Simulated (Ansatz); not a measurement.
# Worked example: the barrier

An elementary step of Si$_{4}$H$_{11}$O$_{4}$F, singlet (Si₄H₉O₃F ([F][Si]([O][SiH3])([O][SiH3])[O][SiH3]) + H₂O → Si₃H₇O₃F ([OH][Si]([F])([O][SiH3])[O][SiH3]) + SiH₄O ([OH][SiH3]); bonds formed: Si1–O10, O2–H9; bonds broken: Si1–O2, H9–O10). “Start” is the structure reached by relaxing down from the saddle towards the reactants; PBE0-D4/def2-TZVP structures. The saddle:

Si1  (-0.713, 0.333, 0.526)
O2  (-0.226, 0.182, -1.280)
Si3  (0.654, -1.016, -2.014)
O4  (0.175, 1.679, 0.730)
Si5  (1.237, 2.543, -0.176)
O6  (-0.066, -1.133, 0.833)
Si7  (-0.090, -2.158, 2.126)
F8  (-1.609, 0.475, 1.878)
H9  (-1.484, 0.459, -1.322)
O10  (-2.211, 0.485, -0.456)
H11  (-0.057, -2.318, -1.955)
H12  (0.812, -0.618, -3.437)
H13  (1.985, -1.129, -1.376)
H14  (2.328, 1.685, -0.705)
H15  (0.539, 3.203, -1.310)
H16  (1.818, 3.582, 0.709)
H17  (-1.468, -2.652, 2.371)
H18  (0.427, -1.485, 3.343)
H19  (0.790, -3.299, 1.775)
H20  (-2.842, 1.182, -0.259)
(Å)

Program: Ansatz 0.2.0. Basis: def2-TZVPP and def2-QZVPP. Cores are frozen in the correlated methods.

Energies in eV:

| quantity | saddle | start |
| --- | --- | --- |
| Hartree–Fock, triple zeta (X = 3) | -42492.84064 | -42494.94664 |
| Hartree–Fock, quadruple zeta (X = 4) | -42494.40998 | -42496.54991 |
| MP2 correlation, X = 3 | -46.82437 | -46.02502 |
| MP2 correlation, X = 4 | -50.67682 | -49.86843 |
| CCSD(T) correlation, X = 3 | -50.24927 | -49.51126 |

Problem. Work out the barrier at the basis limit: extrapolate Hartree–Fock as E(X) = E∞ + A exp(−7.88 √X) and the MP2 correlation as E(X) = E∞ + B X^−2.97 (the exponents that Neese and Valeev fitted for def2-TZVPP and QZVPP), then add CCSD(T) − MP2 in triple zeta.

Solution. Each step is linear, so take the differences first (saddle − start): Hartree–Fock 2.10600 (X = 3) and 2.13993 (X = 4); MP2 correlation -0.79935 and -0.80839; CCSD(T) correlation -0.73801.
Two points give E∞ = E(4) + w [E(4) − E(3)], with w = 1/(exp(7.88 (2 − √3)) − 1) = 0.1377 for Hartree–Fock and w = 1/((4/3)^2.97 − 1) = 0.7407 for the correlation.
Hartree–Fock: 2.13993 + 0.1377 × 0.03393 = 2.1446 eV.
MP2 correlation: -0.80839 + 0.7407 × (-0.00904) = -0.8151 eV.
CCSD(T) − MP2: -0.73801 − (-0.79935) = 0.0613 eV.
Sum: 2.1446 + (-0.8151) + 0.0613 = 1.3908 eV, or 32.07 kcal/mol. Plain CCSD(T) in triple zeta gives 1.3680 eV, so the larger basis shifts the result by 0.0228 eV.

T1 diagnostic: at most 0.012.

Labels in which every atom is bracketed show which atoms are joined, not bond orders.

For scale, one of the runs: CCSD(T)/def2-TZVPP, 477 basis functions, launched by `ansatz run in.yaml --threads 4 --pin off --events-out ev --progress --plain --max-ram 41984MiB --backend cuda --devices 0, --max-vram 37GiB`. Time: 79 s of wall clock on 4 CPU threads of an AMD EPYC 7R13 and a share of one NVIDIA H100; the host was shared. Peak host memory: 1.2 GiB.
